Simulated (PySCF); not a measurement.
## Spinor energies of Fe³⁺ (iron, charge +3)

Start: [Ar] 3d4 4s1; 3d5/2 filled at m_j = -1/2, +1/2, +3/2, +5/2; 4s1/2 filled at m_j = +1/2. Calculated with PySCF 2.14 in x2c-TZVPall-2c with one added diffuse shell each of s, p, d type (7s8p5d1f, 63 functions): generalised Hartree-Fock with the X2C-1e Hamiltonian and a Gaussian nucleus; one run each with spin-orbit coupling (SO) switched off, then screened by Boettger's factors. This is a chosen level, not necessarily the ground level.

| spinor shell | electrons | ε, spin-free (eV) | ε, screened SO (eV) | weight of nominal j (screened SO) | rms radius, screened SO (bohr) |
| --- | --- | --- | --- | --- | --- |
| 1s1/2 | 2 | -7223.5 | -7223.4 | 1.000 | 0.0675 |
| 2s1/2 | 2 | -932.53 | -932.53 | 1.000 | 0.288 |
| 2p1/2 | 2 | -798.04 | -806.66 | 0.982 | 0.258 |
| 3s1/2 | 2 | -162.18 | -162.19 | 1.000 | 0.852 |
| 3p3/2 | 4 | -120.51 | -120.79 | 0.831 | 0.903 |
| 3p1/2 | 2 | -120.51 | -119.99 | 0.662 | 0.899 |
| 3d5/2 | 4 | -64.899 | -64.884 | 0.688 | 1.02 |
| 4s1/2 | 1 | -37.603 | -37.604 | 1.000 | 2.54 |

(1) Where does 2p3/2 lie, and what is the 2p spin-orbit splitting (screened SO)?

| quantity | spin-free | screened SO |
| --- | --- | --- |
| E (hartree) | -1268.89287 | -1268.91030 |
| M_J | 9/2 | 9/2 |
| ⟨J²⟩ | 24.755 | 24.755 |
| ⟨L²⟩ | 6.004 | 6.011 |
| ⟨S²⟩ | 8.751 | 8.747 |

Each row is a mean over spinors that exchange with the open shell spreads, by up to 16.090 eV (3p3/2).

Rows whose weight is well below 1 are mixtures of j = l ± 1/2: exchange outweighs spin-orbit coupling there, and the label is only the starting occupation.

Without spin-orbit coupling the j labels of p, d and f shells carry no meaning; the spin-free column gives the mean over the occupied spinors of each nl shell.

Answers

(1) At -793.86 eV, 12.798 eV above 2p1/2.
